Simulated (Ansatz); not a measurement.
Program: Ansatz. Geometries: PBE0-D4/def2-TZVP. ΔE: electronic, gas phase. CCSD(T)/CBS adds triple-zeta CCSD(T) − MP2 to the extrapolated MP2 energy (def2 sets, frozen cores). DFT in def2-TZVPP. B3LYP here is the variant with VWN-RPA as its local correlation; programs differ in this. For Ge outer-core shells are correlated without core-valence functions, which leaves a few kJ/mol of doubt a bond. Scalar relativity is left out up to krypton. One conformer a species, not always the lowest.

`[Cl][GeH2][GeH2][Cl]` → `[Cl][GeH3]` + `[Cl][GeH]`  (germylene formation by 1,1-elimination)

```tsv
level	ΔE (kJ/mol)	difference from CCSD(T)/CBS
PBE-D4	137.4	-3.0
revPBE-D4	129.3	-11.1
r2SCAN-D4	150.7	10.3
B3LYP-D4	124.8	-15.6
CAM-B3LYP-D4	133.5	-6.9
B2PLYP	128.5	-11.9
revPBE	111.6	-28.8
PBE0	141.3	0.9
BHLYP	123.9	-16.5
CCSD(T)/def2-SVP	132.7	-7.7
CCSD(T)/CBS	140.4	0
```

Question: What do rigid-rotor, harmonic-oscillator terms from PBE0-D4/def2-TZVP frequencies (298.15 K, 1 bar) make of the CCSD(T)/CBS value? (Best estimate.)

Answer: The calculation gave: ΔZPE = -8.5 kJ/mol, ΔH = +132.8 kJ/mol, ΔS = 148 J/(mol·K), ΔG = +88.5 kJ/mol. Modes under 50 cm⁻¹ make the entropy rough.

Largest T1 diagnostic among the species: 0.013.

From r2SCAN to r2SCAN0 (25 % exact exchange), in def2-TZVPP and without D4, ΔE moves by +4.9 kJ/mol. The D4 term adds +15.6 kJ/mol with B3LYP and +8.8 kJ/mol with PBE0; it sums over pairs of atoms, weighted by their polarisabilities, and B3LYP, whose exchange is more repulsive, gets the larger term.
